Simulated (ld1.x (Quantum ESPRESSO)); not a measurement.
**Logarithmic derivatives: cobalt (Co), ultrasoft**

cobalt, ultrasoft, made with ld1.x (Quantum ESPRESSO) 7.5 (LDA (PZ), scalar-relativistic). Core [Ar], reference 3d7 4s1 4p1. Waves: 4s (bound): rcut 1.60, rcutus 2.15 bohr; 4s channel at 0.6 Ry: rcut 1.60, rcutus 2.15 bohr; 4p (bound): rcut 2.75, rcutus 3.70 bohr; 4p channel at 1.95 Ry: rcut 2.75, rcutus 3.70 bohr; 3d (bound): rcut 0.75, rcutus 0.80 bohr; 3d channel at -0.4 Ry: rcut 0.75, rcutus 0.80 bohr; 4f channel at 0.4 Ry: rcut 2.60, rcutus 3.05 bohr. Local part: all-electron potential smoothed inside 1.00 bohr (lloc = -1). Core correction: none. Augmentation charge: built from norm-conserving waves at rcut, not smoothed further.

The phase is arctan(r·u′/u) with u = r·R(r), unwrapped; energies in Ry, scanned from -3 to 5 Ry. A pole is an energy at which the radial function vanishes at the test radius. The pseudo phase is shifted by a multiple of π to meet the all-electron one at the reference energy, and phase errors are pseudo minus all-electron; the curves can meet again beyond the range given. Levels narrower than the energy grid can be missing from the lists of poles.

Problem. For each channel, where are the poles, and over which energies does the pseudopotential scatter like the atom?

Solution.

```tsv
channel	radius (bohr)	reference energy (Ry)	poles, all-electron	poles, pseudo	unbroken range about the reference energy with phases within 0.05 rad	phase error 1 Ry above the reference energy (rad)
s	4.00	-0.50	-0.26, 2.59	-0.26, 2.59	the whole range	-0.000
p	4.00	-0.17	0.32, 3.23	0.23, 2.23, 2.94	below 0.2	-0.454
d	4.00	-0.75	-0.74, 1.36, 4.41	-0.74, 1.36, 4.41	the whole range	-0.000
f	4.00	0.40	2.08	2.09	below 3.2	+0.002
```

A Bessel basis up to 400 Ry misses an occupied level by 0.17 Ry, so cutoffs were not judged. Note: ghost state, extra bound levels that the all-electron valence spectrum of the same l lacks: s at -295.5 eV (f not tested) (other channels not judged). Its overlap operator is not positive definite in a basis up to 400 Ry (lowest eigenvalue f -22.49), so the file is unfit for use: the generalised eigenproblem breaks down once the basis is large enough, and its test numbers describe a broken file.

Phases in the f channel:

```csv
E (Ry),all-electron,pseudo
-3.00,1.437,1.437
-2.52,1.427,1.427
-2.04,1.414,1.414
-1.56,1.397,1.397
-1.08,1.373,1.373
-0.60,1.338,1.338
-0.12,1.275,1.275
0.36,1.128,1.128
0.84,0.441,0.442
1.32,-1.178,-1.175
1.80,-1.492,-1.489
2.28,-1.618,-1.615
2.76,-1.749,-1.741
3.24,-2.223,-2.171
3.72,-4.312,-4.290
4.20,-4.586,-4.581
4.68,-4.671,-4.667
```
